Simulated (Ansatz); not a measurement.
Consider the ligand exchange at the Al–C bond: `C[CH2][AlH][OH]` + CH₃SH → `C[S][AlH][OH]` + `CC`.

Calculated with Ansatz (gas phase, PBE0-D4/def2-TZVP geometries, no zero-point term in ΔE). CCSD(T)/CBS is the MP2 limit (def2-TZVPP, def2-QZVPP) plus CCSD(T) − MP2 in def2-TZVPP, frozen cores. This one scheme is used for every species. DFT in def2-TZVPP. One conformer a species, not always the lowest.

`C[CH2][AlH][OH]`:

Cartesian coordinates in Å:
```
C -0.529 1.284 -0.169
C -0.017 0.047 -0.906
Al 0.590 -1.440 0.213
O 0.551 -1.336 1.910
H 0.240 1.717 0.477
H -0.851 2.073 -0.855
H -1.386 1.048 0.470
H 0.811 0.319 -1.575
H -0.792 -0.340 -1.582
H 1.144 -2.807 -0.361
H 0.238 -0.564 2.378
```

CH₃SH:

Z-matrix (Å, degrees):
```
C
S 1 1.806
H 1 1.089 2 111.5
H 1 1.089 2 111.5 3 -123.8
H 1 1.090 2 106.2 3 118.1
H 2 1.342 1 97.1 3 61.9
```

`C[S][AlH][OH]`:

Cartesian coordinates in Å:
```
C 1.180 0.968 -0.908
S 0.987 -0.694 -0.183
Al -1.008 -0.520 0.659
O -1.721 -1.816 1.478
H 0.293 1.583 -0.754
H 2.035 1.457 -0.443
H 1.359 0.864 -1.977
H -1.813 0.825 0.511
H -1.311 -2.667 1.617
```

`CC`:

Z-matrix (Å, degrees):
```
C
C 1 1.519
H 1 1.093 2 111.4
H 1 1.093 2 111.4 3 120.0
H 1 1.093 2 111.4 3 -120.0
H 2 1.093 1 111.4 3 180.0
H 2 1.093 1 111.4 3 -60.0
H 2 1.093 1 111.4 3 60.0
```

```json
{"level": "B2PLYP", "ΔE (kcal/mol)": "-30.1"}
{"level": "r2SCAN0", "ΔE (kcal/mol)": "-30.9"}
```

Task: What does CCSD(T)/CBS give? (An estimate is asked.)

Result: Computed: -30.0 kcal/mol. The listed levels differ from it by -0.1, -0.9 kcal/mol.

Largest T1 diagnostic among the species: 0.012.

In def2-TZVPP, CCSD(T) changes the Hartree–Fock value by +1.7 kcal/mol (the triples alone add −0.1 kcal/mol) and MP2 by +0.8 kcal/mol. From BLYP to BHLYP (50 % exact exchange), in def2-TZVPP and without D4, ΔE moves by −1.3 kcal/mol.
